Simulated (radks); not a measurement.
The nuclear charge of the calcium ion Ca2+ is varied continuously with 18 electrons held in [Ar]. Method: Dirac Kohn-Sham, BLYP, spin-unpolarised, spherical densities, point nucleus; computed with a radial shooting solver on a logarithmic mesh with Libxc functionals. By the Hellmann-Feynman theorem dE/dZ = E(electron-nucleus)/Z, the electronic potential at the nucleus.

| Z | E (hartree) | E(electron-nucleus)/Z (hartree) | HOMO | e(HOMO) (eV) | <r> HOMO (bohr) |
|---|---|---|---|---|---|
| 19.5 | -640.39798 | -77.7471 | 3p3/2 | -33.282 | 1.341 |
| 19.6 | -648.19783 | -78.2500 | 3p3/2 | -35.113 | 1.324 |
| 19.7 | -656.04798 | -78.7530 | 3p3/2 | -36.977 | 1.308 |
| 19.8 | -663.94843 | -79.2560 | 3p3/2 | -38.875 | 1.292 |
| 19.9 | -671.89918 | -79.7590 | 3p3/2 | -40.808 | 1.277 |
| 20 | -679.90022 | -80.2620 | 3p3/2 | -42.773 | 1.262 |
| 20.1 | -687.95157 | -80.7650 | 3p3/2 | -44.773 | 1.248 |
| 20.2 | -696.05322 | -81.2680 | 3p3/2 | -46.806 | 1.233 |
| 20.3 | -704.20517 | -81.7711 | 3p3/2 | -48.872 | 1.220 |
| 20.4 | -712.40743 | -82.2742 | 3p3/2 | -50.971 | 1.206 |
| 20.5 | -720.66001 | -82.7773 | 3p3/2 | -53.103 | 1.193 |
| 20.6 | -728.96290 | -83.2805 | 3p3/2 | -55.268 | 1.181 |
| 20.7 | -737.31610 | -83.7837 | 3p3/2 | -57.466 | 1.168 |
| 20.8 | -745.71964 | -84.2870 | 3p3/2 | -59.697 | 1.156 |
| 20.9 | -754.17350 | -84.7903 | 3p3/2 | -61.960 | 1.144 |
| 21 | -762.67770 | -85.2937 | 3p3/2 | -64.257 | 1.133 |

The central difference of E at Z = 20 is -80.262 hartree, to compare with the third column; the second derivative is -5.03 hartree.
